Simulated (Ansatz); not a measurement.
Correlation energies of `CC1C[SiH2]O1` by basis set

```xyz
13

C    -0.486   -1.124    1.224
C     0.253    0.047    0.634
C     0.791   -0.163   -0.807
Si   -0.270    1.333   -1.171
O    -0.652    1.173    0.443
H    -0.943   -0.846    2.176
H     0.199   -1.958    1.394
H    -1.278   -1.456    0.547
H     1.052    0.368    1.311
H     0.472   -1.108   -1.248
H     1.870   -0.064   -0.906
H     0.424    2.606   -1.508
H    -1.433    1.191   -2.088
```

The species carries charge 0 and has multiplicity 1. The structure was optimised at the PBE0-D4/def2-TZVP level. Frozen core, restricted reference, Ansatz. CBS rows extrapolate triple and quadruple zeta; past MP2 they add the triple-zeta difference.

```json
{"basis": "def2-SVP", "HF (Eh)": "-481.83048", "MP2 corr.": "-0.70217"}
{"basis": "def2-TZVPP", "HF (Eh)": "-482.16271", "MP2 corr.": "-0.87168"}
{"basis": "def2-QZVPP", "HF (Eh)": "-482.18108", "MP2 corr.": "-0.93202"}
```

Estimate the CCSD correlation energy and the (T) correction in each basis where they were run (hartree).


```csv
basis,CCSD corr.,(T)
def2-SVP,-0.75793,-0.02223
def2-TZVPP,-0.91705,-0.03652
CBS(def2),-1.02209,as TZ
```
